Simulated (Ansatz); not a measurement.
`[C-]#[N+]CCCCCCCCCCCC#N`, relaxed as a singlet with RKS PBE-D4/def2-SVP in Ansatz, starting from the GFN2-xTB geometry. Force threshold 0.03 eV/Å.

Start:

```xyz
37

C    -2.599   -2.974    6.962
N    -1.952   -2.157    6.448
C    -1.175   -1.191    5.798
C    -1.130   -1.450    4.290
C    -0.275   -0.410    3.572
C    -0.222   -0.666    2.067
C     0.618    0.383    1.341
C     0.800    0.103   -0.152
C    -0.493    0.228   -0.955
C    -0.310   -0.053   -2.448
C     0.532    0.994   -3.175
C     0.572    0.730   -4.679
C     1.424    1.779   -5.405
C     1.466    1.521   -6.821
N     1.489    1.303   -7.943
H    -0.164   -1.223    6.220
H    -1.607   -0.205    6.004
H    -2.149   -1.428    3.895
H    -0.725   -2.450    4.113
H    -0.687    0.586    3.753
H     0.738   -0.428    3.982
H    -1.240   -0.660    1.674
H     0.200   -1.657    1.883
H     1.606    0.421    1.808
H     0.157    1.365    1.468
H     1.210   -0.901   -0.285
H     1.531    0.815   -0.540
H    -0.906    1.231   -0.823
H    -1.225   -0.484   -0.569
H    -1.297   -0.089   -2.917
H     0.149   -1.036   -2.574
H     0.111    1.986   -2.990
H     1.552    0.987   -2.785
H    -0.443    0.747   -5.084
H     0.987   -0.263   -4.865
H     1.011    2.780   -5.247
H     2.448    1.765   -5.022
```

```tsv
step	energy (eV)	largest force component (eV/Å)	SCF passes
1	-16784.6260	3.045	22
2	-16784.8912	0.402	22
3	-16784.9115	0.150	23
4	-16784.9116	0.205	23
5	-16784.9126	0.019	23
```

Force components are those of the run's own axes.

End:

```xyz
37

C    -2.6459   -2.9967    7.0756
N    -1.9828   -2.1754    6.5347
C    -1.1948   -1.2114    5.8505
C    -1.1372   -1.4648    4.3376
C    -0.2872   -0.4253    3.6038
C    -0.2077   -0.6659    2.0932
C     0.6395    0.3748    1.3523
C     0.8044    0.1193   -0.1526
C    -0.4937    0.2239   -0.9638
C    -0.3331   -0.0411   -2.4673
C     0.5134    0.9932   -3.2182
C     0.5791    0.7332   -4.7251
C     1.4346    1.7795   -5.4665
C     1.5084    1.5536   -6.9093
N     1.5527    1.3530   -8.0623
H    -0.1704   -1.2236    6.2832
H    -1.6149   -0.2027    6.0576
H    -2.1733   -1.4669    3.9360
H    -0.7332   -2.4847    4.1616
H    -0.6980    0.5925    3.7931
H     0.7419   -0.4175    4.0300
H    -1.2394   -0.6851    1.6782
H     0.2109   -1.6807    1.9047
H     1.6468    0.4145    1.8229
H     0.1969    1.3855    1.5072
H     1.2496   -0.8906   -0.3068
H     1.5500    0.8403   -0.5515
H    -0.9374    1.2350   -0.8135
H    -1.2399   -0.4940   -0.5611
H    -1.3412   -0.0820   -2.9354
H     0.1079   -1.0527   -2.6174
H     0.0973    2.0104   -3.0359
H     1.5474    1.0125   -2.8081
H    -0.4452    0.7305   -5.1554
H     0.9952   -0.2788   -4.9180
H     1.0290    2.8005   -5.2934
H     2.4701    1.7877   -5.0609
```

By distances, no bond broke or formed. The bond that changes most is C14–N15, from 1.14 to 1.17 Å (atoms count from 1).

No frequencies were taken in this run, so the end may be a saddle point.

Hardware: 2 threads of AMD EPYC 7R13 on a shared host and a share (18 GiB) of an NVIDIA H100 80GB HBM3. Wall time 13 s.
